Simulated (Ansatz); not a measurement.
Isomers of K₃S₂ (doublet), relaxed with r2SCAN-D4/def2-SVP; total energies from Ansatz at CCSD(T)/def2-TZVP.

```
isomer                                              description  energy (Eh)
     A  point group C2v; 6 × K–S 2.94 to 3.04 Å; 1 × S–S 2.23 Å  -2593.60403
     B                          point group D3h; 6 × K–S 2.96 Å  -2593.60402
     C                  point group C2v; 5 × K–S 2.78 to 3.07 Å  -2593.59342
```

Correlated methods freeze 25 core orbitals; core or outer-core shells of K are correlated, in sets that lack core-valence functions.

The isomers come from a short search, and lower ones may exist.

Problem. Work out the relative energies (1 Eh = 2625.5 kJ/mol) and the Boltzmann populations at 1200 K from electronic energies alone (R = 8.314 J/mol/K).

Solution. ΔE: A 0.0, B 0.0, C 27.9 kJ/mol. RT = 9.98 kJ/mol. Factors exp(−ΔE/RT): A 1, B 1, C 0.0611; sum 2.061. Populations: A 48.5 %, B 48.5 %, C 3.0 %. Zero-point energy, vibrational entropy and symmetry numbers are left out and can shift these; an error of 4 kJ/mol changes a ratio by a factor of 1.5. Over the other density-functional and correlated levels in def2 sets, the gap between A and B ranges from -30 to -5 kJ/mol.
